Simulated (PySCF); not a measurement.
# Hartree-Fock beside MP2: FH4Si2

Calculated results; nothing here was measured. They come from PySCF 2.14.0, an open-source quantum chemistry program, on an isolated molecule that a program drew, which may never have been made. The molecule is FH4Si2 (charge 0, doublet), drawn as the SMILES string `F[SiH2][SiH2]`.

The geometry was optimised and harmonic frequencies were computed with HF and MP2, all in the cc-pV(D+d)Z basis, for the commonest isotopes, with a restricted reference for singlets and an unrestricted one otherwise, and a frozen core in MP2. Each result is a local minimum of its method.

Geometry at the HF minimum:
```xyz
7
FH4Si2, angstrom
F    -3.1391    1.2315    1.1380
Si   -2.2853    0.0104    1.7793
Si   -0.8423   -0.8236    0.1216
H    -3.2378   -1.0332    2.2046
H    -1.5853    0.5530    2.9604
H     0.2130    0.1317   -0.2896
H    -0.2353   -2.1187    0.5130
```

Lengths of the bonds as drawn, in Å (atoms numbered as above):
| bond | HF | MP2 |
|---|---|---|
| F1-Si2 | 1.622 | 1.640 |
| Si2-Si3 | 2.351 | 2.340 |
| Si2-H4 | 1.476 | 1.479 |
| Si2-H5 | 1.476 | 1.480 |
| Si3-H6 | 1.482 | 1.484 |
| Si3-H7 | 1.483 | 1.485 |

Rotational constants, in GHz:
| constant | HF | MP2 |
|---|---|---|
| A | 16.86 | 16.85 |
| B | 3.413 | 3.39 |
| C | 2.987 | 2.974 |

Harmonic frequencies in cm^-1, each column in rising order, so a row needn't be the same motion in every method:
| rank | HF | MP2 |
|---|---|---|
| 1 | 102 | 98 |
| 2 | 192 | 183 |
| 3 | 422 | ? |
| 4 | 447 | 441 |
| 5 | 568 | 507 |
| 6 | 659 | 616 |
| 7 | 793 | 759 |
| 8 | 871 | 840 |
| 9 | 950 | 909 |
| 10 | 990 | 946 |
| 11 | 1038 | 987 |
| 12 | 2296 | 2265 |
| 13 | 2311 | 2287 |
| 14 | 2332 | 2289 |
| 15 | 2339 | 2300 |

**Estimate the missing MP2 frequency from the HF column.**

A single factor s that minimises the squared misfit of MP2 against s times HF over the other rows is sum(HF x MP2) / sum(HF^2) = 0.9786, with an rms misfit of 22 cm^-1. For rank 3 it gives 0.9786 x 422 = 413 cm^-1. The calculation gives 393 cm^-1, 20 cm^-1 below the estimate. The drawn bonds are on average 0.2 % longer in MP2 than in HF.
